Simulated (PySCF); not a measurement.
Species: C8H12O2.
Atom-mapped SMILES: `[CH2:1]=[C:2]1[CH2:3][CH2:4][CH2:5][C@H:6]([C:7](=[O:8])[OH:9])[CH2:10]1`

Probes without a nucleus sit at each ring's centroid and 1 Å off its mean plane on both sides; NICS is minus the shielding there, NICSzz its component along the normal. Level: GIAO PBE0/pcSseg-1 (PySCF, non-relativistic, gas phase) on the GFN2-xTB geometry, one conformer.

Ring bond lengths (Å), with Mayer bond orders in brackets: C2–C3 1.500 (1.02), C3–C4 1.530 (1.02), C4–C5 1.525 (1.05), C5–C6 1.536 (0.98), C6–C10 1.535 (0.96), C10–C2 1.499 (1.02).

Q: Give the NICS values of each ring in ppm.

A: 
```csv
ring,type,NICS(0),"NICS(1), two faces","NICS(1)zz, two faces",rms pucker (Å),"centre to ring atoms, mean (Å)"
C2–C3–C4–C5–C6–C10,6-membered carbocycle; formal bonds all single,-2.5,-1.6 / -3.4,4.0 / 1.2,0.24,1.46
```

Q: What can be read from them?

A: 
- C2–C3–C4–C5–C6–C10: mean NICS(1)zz 2.6 ppm, near zero. C3, C4, C5, C6, C10 have four or more neighbours, so the value isn't read as a sign of a π ring current.

Q: List the ring angles and the Hirshfeld charges of the ring atoms.

A: 
- C2–C3–C4–C5–C6–C10: C2 113.7° (+0.015 e), C3 109.6° (-0.069 e), C4 110.5° (-0.065 e), C5 110.4° (-0.066 e), C6 110.1° (-0.032 e), C10 110.2° (-0.071 e); sum 664.4° against 720° for a flat convex ring.
